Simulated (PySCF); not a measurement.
Si(F)3(Br), SMILES F[Si](F)(F)Br (BrF₃Si) (B3LYP/def2-SVP optimised geometry):

```
5

F     -0.910    -1.415    -1.294
Si    -0.412    -0.622     0.000
F     -0.908    -1.417     1.294
F      1.186    -0.622     0.000
Br    -1.186     1.417     0.000
```

Level of theory: B3LYP/def2-TZVP in PySCF.

Q: What are the frontier orbital energies and the dipole moment?

A: HOMO-2 -11.42 eV, HOMO-1 -9.37 eV, HOMO -9.37 eV, LUMO -0.74 eV, LUMO+1 0.94 eV; dipole moment 1.02 D.

On the same geometry PBE/def2-TZVP run with PySCF gives HOMO-2 -10.15 eV, HOMO-1 -8.28 eV, HOMO -8.28 eV, LUMO -1.45 eV, LUMO+1 0.24 eV; dipole moment 0.95 D.

Meta-Löwdin charges at B3LYP/def2-TZVP: F1 -0.48, Si2 1.63, F3 -0.48, F4 -0.48, Br5 -0.20.
